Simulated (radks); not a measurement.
Task: Te4+, configuration [Ar] 3d10 4s2 4p5 4d10 5s2 5p1 (not the ground configuration). Method: Dirac Kohn-Sham, PBEsol, spin-unpolarised, spherical densities, finite nucleus; open shells are shared between the two j in proportion to 2j + 1; Fermi nuclear charge, rms radius 4.7423 fm; computed with a radial shooting solver on a logarithmic mesh with Libxc functionals. Some entries of the table are withheld. Estimate them.

| orbital | occ. | eigenvalue (hartree) | <1/r> (bohr^-1) | r(max) (bohr) |
|---|---|---|---|---|
| 1s1/2 | 2 | -1163.004 | 55.55 | 0.01794 |
| 2s1/2 | 2 | -180.0541 | 12.94 | 0.1015 |
| 2p1/2 | 2 | -168.8674 | (1) | 0.07795 |
| 2p3/2 | 4 | -158.7853 | (2) | 0.08265 |
| 3s1/2 | 2 | -37.46087 | 4.601 | 0.2929 |
| 3p1/2 | 2 | -32.85693 | 4.512 | 0.2792 |
| 3p3/2 | 4 | -30.97680 | 4.275 | 0.2898 |
| 3d3/2 | 4 | -22.84385 | (3) | 0.2360 |
| 3d5/2 | 6 | -22.45039 | (4) | 0.2390 |
| 4s1/2 | 2 | -7.97290 | 1.851 | 0.6989 |
| 4p1/2 | 1.66667 | -6.37745 | 1.743 | 0.7181 |
| 4p3/2 | 3.33333 | -6.01012 | 1.667 | 0.7421 |
| 4d3/2 | 4 | -3.44093 | 1.425 | 0.7955 |
| 4d5/2 | 6 | -3.38297 | 1.406 | 0.8039 |
| 5s1/2 | 2 | -2.07946 | 0.7258 | (5) |
| 5p1/2 | 0.333333 | (6) | (7) | 1.832 |
| 5p3/2 | 0.666667 | (8) | (9) | 1.890 |

Result: 
(1) 2p1/2 <1/r> (bohr^-1): 12.92
(2) 2p3/2 <1/r> (bohr^-1): 11.96
(3) 3d3/2 <1/r> (bohr^-1): 4.128
(4) 3d5/2 <1/r> (bohr^-1): 4.067
(5) 5s1/2 r(max) (bohr): 1.661
(6) 5p1/2 eigenvalue (hartree): -1.66094
(7) 5p1/2 <1/r> (bohr^-1): 0.6469
(8) 5p3/2 eigenvalue (hartree): -1.60445
(9) 5p3/2 <1/r> (bohr^-1): 0.6255
